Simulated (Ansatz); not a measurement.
Cost and result for the atomization energy of C₂H₇AlSn (`[AlH2]/[CH]=[CH]/[SnH3]`) (11 atoms, 10 bonds).

```
atom   x (Å)   y (Å)   z (Å)
 Al1   1.101   2.388   0.406
  C2   0.151   0.708   0.637
  C3   0.070  -0.130  -0.406
 Sn4  -0.926  -2.025  -0.367
  H5   1.724   2.643  -1.032
  H6   1.255   3.449   1.577
  H7  -0.321   0.412   1.576
  H8   0.538   0.156  -1.350
  H9  -2.576  -1.796   0.013
 H10  -0.793  -2.792  -1.887
 H11  -0.223  -3.014   0.835
```

The species carries charge 0 and has multiplicity 1. Correlated methods include outer-core shells of Sn, which these sets cover unevenly. Sn: def2 effective core potential. The structure was optimised at the PBE0-D4/def2-TZVP level. Program: Ansatz. All runs use 4 threads of an Arm Neoverse V1 on a shared host. Times are those of one run each, without the atoms' runs, and a repeat can differ threefold. Electronic energies, without spin–orbit coupling; frozen cores. CCSD(T)/CBS adds CCSD(T) − MP2 in def2-TZVPP to the MP2 limit, and its time is that of the two runs behind it. T1 = 0.013. With those shells the extrapolation isn't a true limit. B3LYP takes the VWN-RPA correlation (the form of Gaussian; ORCA's B3LYP/G).

CCSD(T)/CBS is a level of theory with its own doubt, some kJ/mol a heavy atom from the limit and from the frozen cores, so smaller differences don't rank the functionals.

```
                             level  functions  wall time
   PBE-D4/def2-TZVPP (with forces)        252        3 s
                PBE0-D4/def2-TZVPP        252      3.4 s
r2SCAN-D4/def2-TZVPP (with forces)        252        6 s
 B3LYP-D4/def2-TZVPP (with forces)        252        6 s
                 B2PLYP/def2-TZVPP        252      6.5 s
                ωB97X-V/def2-TZVPP        252      9.5 s
  ωB97M-V/def2-TZVPP (with forces)        252       14 s
                    MP2/def2-QZVPP        476       24 s
                CCSD(T)/def2-TZVPP        252    3.4 min
                 CCSD(T)/CBS(def2)          –    3.8 min
```

Question: What atomization energy does each give, and how far from CCSD(T)/CBS? (An estimate is asked.)

Answer: Ansatz gave: 
```json
{"level": "PBE-D4/def2-TZVPP (with forces)", "atomization (kcal/mol)": "810.1", "difference from CCSD(T)/CBS": "-1.1", "per bond": "-0.1"}
{"level": "PBE0-D4/def2-TZVPP", "atomization (kcal/mol)": "802.6", "difference from CCSD(T)/CBS": "-8.6", "per bond": "-0.9"}
{"level": "r2SCAN-D4/def2-TZVPP (with forces)", "atomization (kcal/mol)": "807.5", "difference from CCSD(T)/CBS": "-3.7", "per bond": "-0.4"}
{"level": "B3LYP-D4/def2-TZVPP (with forces)", "atomization (kcal/mol)": "806.3", "difference from CCSD(T)/CBS": "-4.9", "per bond": "-0.5"}
{"level": "B2PLYP/def2-TZVPP", "atomization (kcal/mol)": "796.4", "difference from CCSD(T)/CBS": "-14.8", "per bond": "-1.5"}
{"level": "ωB97X-V/def2-TZVPP", "atomization (kcal/mol)": "812.3", "difference from CCSD(T)/CBS": "1.1", "per bond": "0.1"}
{"level": "ωB97M-V/def2-TZVPP (with forces)", "atomization (kcal/mol)": "808.4", "difference from CCSD(T)/CBS": "-2.8", "per bond": "-0.3"}
{"level": "MP2/def2-QZVPP", "atomization (kcal/mol)": "800.7", "difference from CCSD(T)/CBS": "-10.5", "per bond": "-1.0"}
{"level": "CCSD(T)/def2-TZVPP", "atomization (kcal/mol)": "792.9", "difference from CCSD(T)/CBS": "-18.3", "per bond": "-1.8"}
{"level": "CCSD(T)/CBS(def2)", "atomization (kcal/mol)": "811.2", "difference from CCSD(T)/CBS": "0.0", "per bond": "0.0"}
```

The D4 term adds +8.9 kcal/mol with B3LYP and +4.7 kcal/mol with PBE0; it sums over pairs of atoms, weighted by their polarisabilities, and B3LYP, whose exchange is more repulsive, gets the larger term. In def2-TZVPP, CCSD(T) changes the Hartree–Fock value by +196.7 kcal/mol (the triples alone add +11.2 kcal/mol) and MP2 by +193.7 kcal/mol; breaking electron pairs costs correlation energy, which Hartree–Fock lacks. From PBE to PBE0 (25 % exact exchange), in def2-TZVPP and without D4, the atomization energy moves by −6.7 kcal/mol: exact exchange takes away binding that semilocal exchange gives to molecules.

Spin–orbit coupling would lower the free Sn atoms strongly, and the atomization energy with them, by more than many differences here. For some Ge, Se and Sn compounds the MP2-based and the directly extrapolated limit differ by 10 to 25 kJ/mol.
